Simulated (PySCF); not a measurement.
**Worked example: chemical shift, span and skew from a shielding tensor**

disilicon carbide (CSi2), SMILES [Si]=C=[Si] (connectivity only; charge and spin as stated), neutral, multiplicity 1. Atoms are numbered in the order given.

```xyz
3

Si     0.0000     0.0000    -1.6915
C      0.0000     0.0000     0.0000
Si     0.0000     0.0000     1.6915
```
Charge 0, spin multiplicity 1.

Coordinates come from a r2SCAN-D4/def2-TZVP optimisation. A frequency run showed that this geometry is not a minimum.

GIAO shieldings from PBE0/pcSseg-2 run with PySCF, non-relativistic, no solvent. The symmetric part of the tensor of Si1 has the principal values -149.5, -149.5, 878.9 ppm. The same nucleus in TMS has σ = 341.9 ppm at this level (PySCF, at its B3LYP-D3(BJ)/def2-TZVP geometry).

Q: Work out the isotropic shielding, the ²⁹Si shift against TMS, the span and the skew.

A: 
σ(iso) = (σ11 + σ22 + σ33)/3 = 193.3 ppm. δ = σ(ref) − σ(iso) = 341.9 − (193.3) = 148.6 ppm.
Span Ω = σ33 − σ11 = 1028.4 ppm. Skew κ = 3(σ(iso) − σ22)/Ω = 1.00, an axial tensor. Tumbling in solution averages the tensor to δ; in a static solid the shielding alone would spread this spin-1/2 line over Ω.
